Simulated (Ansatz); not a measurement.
C2H5BrSn, SMILES `C=[CH][SnH2][Br]`. Charge 0, multiplicity 1. Correlated methods include outer-core shells of Br, Sn, which these sets cover unevenly. Scalar relativity is left out up to krypton. Sn takes the def2 core potential.

```xyz
9

C     1.463    0.698   -0.254
C     0.561    0.364    0.658
Sn   -1.255   -0.606    0.163
Br   -1.196   -0.885   -2.309
H     1.319    0.491   -1.311
H     2.390    1.196    0.019
H     0.745    0.590    1.706
H    -1.388   -2.174    0.819
H    -2.639    0.327    0.509
```

Task: Give the diagnostics of a CCSD(T)/def2-TZVPP run (frozen core, Ansatz). (An estimate is asked.)

Result: Computed: T1 = 0.0109, largest single amplitude 0.021, largest double 0.079, (T) share of the correlation energy 3.6 %, 8 CCSD cycles. The RHF solution is stable towards an unrestricted one. T1 lies under the customary mark of 0.02 for closed shells.
